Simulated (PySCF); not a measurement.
chloro(difluoro)methane (CHClF₂), SMILES FC(F)Cl. Geometry optimised at PBE0-D3(BJ)/def2-SVP.

Calculation: PBE0-D3(BJ)/def2-SVP (PySCF 2.14.0).

Harmonic wavenumbers (cm⁻¹): 372, 419, 616, 821, 1174, 1209, 1328, 1399, 3145. Rotational constants (GHz): 10.35, 4.807, 3.491; symmetry number 1.

Q: Work out the zero-point energy and the ideal-gas rigid-rotor harmonic-oscillator thermochemistry at 298.15 K and 1 atm.

A: ZPE = ½ Σ hcν = ½ × 10482 cm⁻¹ = 62.70 kJ/mol. H − E(el) = 74.99 kJ/mol. Entropy in J/(mol K): translation 164.37, rotation 104.72, vibration 11.34, total 280.43. G − E(el) = -8.62 kJ/mol. Cp = 55.17 J/(mol K).
